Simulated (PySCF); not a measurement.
# IrH₂: one-bond stretch

These are results of PySCF, UPBE0, basis Ir def2-TZVP with ECP60, H def2-TZVP (scalar-relativistic core potentials, no spin–orbit coupling, density fitting), not measurements.

Rigid scan from the doublet minimum (Ir–H 1.539 Å (×2); H–Ir–H 89.8°). Coordinate: the bond from Ir to the last atom (H) scaled, the rest fixed. Energies in kJ/mol from the minimum.

```json
{"scale of one bond": "0.92", "E (kJ/mol)": "19.0", "dipole size (D)": "1.80", "⟨S²⟩": "0.75"}
{"scale of one bond": "0.96", "E (kJ/mol)": "4.3", "dipole size (D)": "1.82", "⟨S²⟩": "0.75"}
{"scale of one bond": "1.00", "E (kJ/mol)": "0.0", "dipole size (D)": "1.84", "⟨S²⟩": "0.75"}
{"scale of one bond": "1.05", "E (kJ/mol)": "5.4", "dipole size (D)": "1.87", "⟨S²⟩": "0.75"}
{"scale of one bond": "1.12", "E (kJ/mol)": "26.4", "dipole size (D)": "1.91", "⟨S²⟩": "0.75"}
{"scale of one bond": "1.20", "E (kJ/mol)": "61.5", "dipole size (D)": "1.97", "⟨S²⟩": "0.76"}
{"scale of one bond": "1.35", "E (kJ/mol)": "138.8", "dipole size (D)": "2.07", "⟨S²⟩": "0.78"}
{"scale of one bond": "1.55", "E (kJ/mol)": "229.5", "dipole size (D)": "–", "⟨S²⟩": "1.09"}
{"scale of one bond": "1.80", "E (kJ/mol)": "288.3", "dipole size (D)": "–", "⟨S²⟩": "1.51"}
{"scale of one bond": "2.20", "E (kJ/mol)": "315.9", "dipole size (D)": "–", "⟨S²⟩": "1.71"}
```

Spin contamination is strong at 1.55, 1.80, 2.20, so these points are less reliable.

With open d or f shells other occupations or spin states may lie lower. With an element this heavy the missing spin–orbit coupling can shift these numbers.

Other isomers or separated fragments may lie lower.
